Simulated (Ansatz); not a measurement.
Cl₂H₂S₂Si, SMILES `S[Si](S)(Cl)Cl` at its PBE0-D4/def2-TZVP geometry, where that method's forces vanish. The species carries charge 0 and has multiplicity 1.

```tsv
atom	x (Å)	y (Å)	z (Å)
S1	2.0713	0.2344	-0.2430
Si2	0.0315	0.2696	0.2929
S3	-1.1266	-0.1174	-1.4312
Cl4	-0.4454	-1.0906	1.7428
Cl5	-0.2886	2.1257	1.0731
H6	2.0015	-1.0291	-0.7007
H7	-2.2436	-0.3927	-0.7339
```

**Question.** For each bond, give half the difference of the two atoms' forces along it (eV/Å; positive pushes the atoms apart) under PBE-D4, r2SCAN-D4, B3LYP-D4, ωB97M-V in def2-TZVPP. (Estimate.)

**Answer.** Computed: 
```
   bond  length (Å)  PBE-D4  r2SCAN-D4  B3LYP-D4  ωB97M-V
 S1–Si2       2.109    0.13       0.04      0.08     0.00
  S1–H6       1.346    0.25       0.01     -0.03    -0.08
 Si2–S3       2.113    0.10       0.03      0.08    -0.01
Si2–Cl4       2.045    0.18       0.05      0.14     0.02
Si2–Cl5       2.039    0.20       0.05      0.14     0.03
  S3–H7       1.345    0.25       0.01     -0.03    -0.09
```

B3LYP here is the variant with VWN-RPA as its local correlation; programs differ in this.
